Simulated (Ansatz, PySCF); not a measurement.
This Ansatz (an electronic-structure program) input computes a BLYP/def2-TZVPD energy:

Ansatz 0.2 input:
```yaml
crystal:
  periodic: [false, false, false]
  atoms:
    - {symbol: Ge, position_ang: [-0.17166498, 0.01610315, 0.25299956]}
    - {symbol: O, position_ang: [-1.13774703, -1.22265243, -0.40045561]}
    - {symbol: F, position_ang: [0.02314146, 1.44216773, -0.86529782]}
    - {symbol: F, position_ang: [1.59855361, -0.41262120, 0.32170436]}
basis:
  gaussian:
    orbitals: def2-TZVPD
hamiltonian:
  xc: {name: BLYP}
total_charge: -1
magnetization: {spin_polarized: true, initial_magnetization: 1}
output: {forces: true}
```

**Question.** Write an input for the same energy in PySCF and say what it gives.

**Answer.** 
```python
from pyscf import gto, scf, dft

mol = gto.M(
    atom='''
    Ge   -0.17166498    0.01610315    0.25299956
    O    -1.13774703   -1.22265243   -0.40045561
    F     0.02314146    1.44216773   -0.86529782
    F     1.59855361   -0.41262120    0.32170436
    ''',
    basis='def2-tzvpd',
    charge=-1,
    spin=1,
    verbose=4,
)

mf = dft.UKS(mol, xc='blyp').density_fit(auxbasis='def2-universal-jkfit')
mf.grids.level = 3
mf.conv_tol = 1e-9
mf.max_cycle = 100
mf.max_memory = 1500
mf.kernel()
if not mf.converged:
    mf = mf.newton()
    mf.kernel(mf.make_rdm1())
for _ in range(2):
    mo, _, stable, _ = mf.stability(return_status=True)
    if stable:
        break
    mf.kernel(mf.make_rdm1(mo, mf.mo_occ))
mf.analyze()
```
It gives -2352.22231 Eh, and Ansatz -2352.22223 Eh, a difference of 0.08 mEh, from the treatment of integrals and grids.
